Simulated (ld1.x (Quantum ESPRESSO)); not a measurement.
Varying the TM potential for germanium

Base potential:

* Element: germanium (Ge)
* Generator: ld1.x (Quantum ESPRESSO) 7.5
* Type: norm-conserving Troullier–Martins (Kleinman–Bylander form)
* Functional: PBEsol
* Relativity: scalar-relativistic
* Frozen core: [Ar] 3d10
* Valence charge: 4
* Reference configuration: 4s2 4p2
* Partial waves: 4s (bound): rc 1.40 bohr; 4p (bound): rc 1.65 bohr; 4d channel at 0.05 Ry: rc 1.35 bohr
* Local potential: the d channel
* Core correction: a·sin(br)/r model core inside 1.15 bohr

Cutoffs, loose and tight: the cutoffs (Ry, on a coarse ladder) from which the occupation-weighted sum of valence levels, in a spherical-Bessel basis at the reference potential, stays within 10 and 1 mRy of its value at 400 Ry. They do not see the model core or the augmentation charge, which bear on the density cutoff. Test errors are all-electron minus pseudo excitation energies from the reference, over the configurations 4s2 4p1; 4s2 4p0; 4s1 4p0; 4s2 4p2.3; 4s1 4p3; 4s1 4p2; 4s0 4p4. A dash means not determined; rows that change the core or the reference have their own tests.

A true bound ghost makes a file unfit for plane-wave use even where its test errors are small: the radial tests pick states by their node count and pass the ghost by.

| change | outcome | cutoff, loose | cutoff, tight | bound ghosts | largest test error (meV) |
| --- | --- | --- | --- | --- | --- |
| base | generated | 35 Ry | 80 Ry | s, p | -285 |
| core correction none | generated | 35 Ry | 80 Ry | s, p | +41 |
| core correction a·sin(br)/r model core inside 0.56 bohr | generated | 35 Ry | 80 Ry | s, p | -284 |
| core correction a·sin(br)/r model core inside 0.68 bohr | generated | 35 Ry | 80 Ry | s, p | -284 |
| core correction a·sin(br)/r model core inside 0.80 bohr | generated | 35 Ry | 80 Ry | s, p | -284 |
| core correction a·sin(br)/r model core inside 0.94 bohr | generated | 35 Ry | 80 Ry | s, p | -284 |
| core correction a·sin(br)/r model core inside 1.04 bohr | generated | 35 Ry | 80 Ry | s, p | -284 |
| core correction a·sin(br)/r model core inside 1.20 bohr | generated | 35 Ry | 80 Ry | s, p | -285 |
| core correction a·sin(br)/r model core inside 1.32 bohr | generated | 35 Ry | 80 Ry | s, p | -287 |
| core correction a·sin(br)/r model core inside 1.50 bohr | generated | 35 Ry | 80 Ry | s, p | -299 |
| core correction a·sin(br)/r model core inside 1.58 bohr | generated | 35 Ry | 80 Ry | s, p | -308 |
